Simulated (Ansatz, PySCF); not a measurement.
Complex: SiH4 (SMILES [SiH4]) (first 5 atoms) with CH3Cl (SMILES CCl); geometry from B3LYP-D3(BJ)/def2-TZVP.
(charge 0, multiplicity 1):
```csv
atom,x (Å),y (Å),z (Å)
Si,-0.0443,-0.1828,0.2092
H,1.4316,-0.1288,0.2523
H,-0.4952,-0.2017,-1.2028
H,-0.6176,1.0063,0.8782
H,-0.5296,-1.4079,0.8827
C,-0.9828,-0.2105,4.0016
Cl,0.7918,-0.1447,3.7429
H,-1.1711,-0.1994,5.0708
H,-1.4280,0.6565,3.5234
H,-1.3573,-1.1261,3.5544
```

Interaction energies are E(AB) − E(A) − E(B) at the monomers' geometry in the complex; basis-set methods are counterpoise corrected. Rows marked so take none.

Rows in 6-31G* carry no dispersion term and start afresh at each structure (6-31G* with six Cartesian d functions).

Codes used: Ansatz (a program for electronic structure); PySCF for 6-31G* rows, the dispersion terms. 

Task: Predict the interaction energy from BLYP-D4/def2-TZVPPD.

Result: -1.5 kcal/mol

Task: What is the computed interaction energy (PBE0-D3(BJ)/def2-TZVPPD)?

Result: -1.9 kcal/mol

Task: Predict the interaction energy from HF/6-31G* (no counterpoise).

Result: 0.5 kcal/mol
